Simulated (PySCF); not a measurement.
Isomers of C6H10FN3, one conformer each; single-point electronic energies without zero-point terms and without any empirical dispersion term.

Computed with PySCF at PBE0/pcSseg-1, non-relativistic, each on one gas-phase PBE0-D3(BJ)/def2-SVP geometry that isn't relaxed in the solvent. The solvent is an IEF-PCM continuum (Bondi radii, 1.10 Å for H, scaled by 1.2). Only the electrostatic response of the medium enters.

```json
{"isomer": "`CCCn1nc(C)c(F)n1`", "relative energy, gas (kJ/mol)": "0.0", "dipole (D)": "1.73"}
{"isomer": "`CC1=C(F)N=NN1C(C)C`", "relative energy, gas (kJ/mol)": "17.9", "dipole (D)": "5.62"}
```

Task: How do the relative energies look in chloroform (ε = 4.711)?

Result: 
```tsv
isomer	relative energy, solvent (kJ/mol)	E(solvent) − E(gas) (kJ/mol)	dipole in solvent (D)
`CCCn1nc(C)c(F)n1`	0.0	-15.2	1.98
`CC1=C(F)N=NN1C(C)C`	7.5	-25.6	6.98
```

The order is unchanged. Conformers: `[CH3:1][CH2:2][CH2:3][n:4]1[n:5][c:6]([CH3:7])[c:8]([F:9])[n:10]1` with C1–C2–C3–N4 -60°, C2–C3–N4–N5 111°; `[CH3:1][c:2]1[c:3]([F:4])[n:5][n:6][n:7]1[CH:8]([CH3:9])[CH3:10]` with N6–N7–C8–C9 65°. `CC1=C(F)N=NN1C(C)C` gains most from the continuum, and it has the largest gas-phase dipole. The gains span 10.4 kJ/mol, the gas-phase energies 17.9 kJ/mol.
